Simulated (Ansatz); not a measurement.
CH2O (SMILES [CH]O): geometry of the low-spin state from B3LYP-D3(BJ)/def2-TZVP.
(charge 0, multiplicity 1):
```xyz
4

C      0.725     0.190    -0.001
O     -0.573     0.069     0.002
H      1.159    -0.843    -0.006
H     -0.922    -0.846     0.000
```
The high-spin state stands at its own minimum; R- takes a restricted low-spin state.

Programs: Ansatz (Gaussian orbitals). 

The gap E(multiplicity 1) − E(multiplicity 3) (kcal/mol) and the share of exact exchange:

| functional | exact exchange (%) | value |
|---|---|---|
| R-PBE/def2-TZVPP | 0 | -17.09 |
| R-PBE0/def2-TZVPP | 25 | -14.52 |
| R-B3LYP/def2-TZVPP | 20 | -18.72 |
| R-BHLYP/def2-TZVPP | 50 | -16.16 |
| R-r2SCAN/def2-TZVPP | 0 | -10.84 |

Take the value as linear in the share of exact exchange along PBE and PBE0. Give the slope, say whether the sign turns, and set the other functionals against that line.


Slope: (-14.52 − (-17.09))/2.5 = 1.03 kcal/mol for each 10 %. The line keeps its sign from 0 to 100 %. At 50 % it gives -12.0 kcal/mol. From B3LYP to BHLYP the slope is (-16.16 − (-18.72))/3 = 0.85 for each 10 %. BHLYP, at 50 %, lies -4.2 from the PBE line. B3LYP, at 20 %, lies -3.7 from the PBE line. r2SCAN, with none, stands 6.2 from PBE.

Doubts at one or more of the structures used: a restricted determinant that unrestricted orbitals would lower (R-r2SCAN/def2-TZVPP).

Ansatz is a quantum-chemistry and plane-wave program.
